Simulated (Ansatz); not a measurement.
Frontier orbitals of C3H10OSi, SMILES `CC(C)O[SiH3]`.

```xyz
15

C    -1.8400    0.2140    0.3195
C    -0.4237    0.1555   -0.2076
C     0.2211    1.5249   -0.2852
O     0.3265   -0.6894    0.6583
Si    1.6064   -1.5920    0.1722
H    -2.2749   -0.7858    0.3633
H    -2.4652    0.8386   -0.3225
H    -1.8457    0.6358    1.3275
H    -0.4399   -0.2895   -1.2145
H     1.2432    1.4592   -0.6641
H     0.2521    1.9801    0.7077
H    -0.3463    2.1802   -0.9501
H     1.2413   -2.4097   -1.0196
H     2.7825   -0.7548   -0.1978
H     1.9626   -2.4672    1.3129
```

Charge 0, multiplicity 1. The structure was optimised at the PBE0-D4/def2-TZVP level. It is one conformer, not always the lowest. Basis def2-TZVPP, Ansatz 0.2.0.

```
functional  HOMO (eV)  LUMO (eV)  gap (eV)
       PBE      -6.55      -0.47      6.08
    revPBE      -6.50      -0.35      6.15
      PBE0      -8.04       0.40      8.44
     B3LYP      -7.82       0.17      7.99
   ωB97X-V     -10.48       2.37     12.85
   ωB97M-V     -10.39       2.03     12.42
```

Against PBE, PBE0 changes HOMO and LUMO by −1.48 and +0.87 eV, ωB97M-V by −3.84 and +2.50 eV. A gap of 6.08 eV thus becomes 12.42 eV for the same molecule, so an orbital gap means little without its functional. A positive LUMO is unbound and depends on the basis.

B3LYP here is the variant with VWN-RPA as its local correlation; programs differ in this.
